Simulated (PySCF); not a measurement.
[RuO4]2- (charge -2 and triplet state).
Bonds: Ru1–O2, Ru1–O3, Ru1–O4, Ru1–O5.

The calculation used PBE0-D3(BJ)/def2-SVP geometry optimisation, gas phase, def2 core potentials past Kr in PySCF 2.14.0.

Problem. Give the optimised bond lengths and angles.

Solution. 
| bond | length (Å) |
| --- | --- |
| Ru1–O2 and 3 like bonds | 1.769 |

Bonds in one row agree within 0.01 Å and their mean is given. A selection of angles:
| angle | degrees |
| --- | --- |
| O2–Ru1–O3 | 109.5 |

Ru1 (ruthenium bonded to 4 O) is tetrahedral (angles from 109.3° to 109.6°). All 4 O–Ru bonds measure 1.769 to 1.770 Å.

Point group: Td (tolerance 0.08 Å). Not checked by PBE0-D3(BJ)/def2-SVP frequencies. ⟨S²⟩ = 2.016 (exact for a triplet: 2.00). Whether so highly charged an anion holds all its electrons in the gas phase wasn't checked; a finite basis holds them in any case. The ion is multiply charged and computed without counter-ions or solvent. The geometry's basis has no diffuse functions, a weakness for an anion.

Time: 19 s. Hardware: an Arm Neoverse V1 with one thread, on a shared host. These figures are those of the optimisation.

For an open-shell metal species like this, the optimisation's SCF solution wasn't tested for stability and no frequencies at its level were run, so a lower state or another shape may exist.
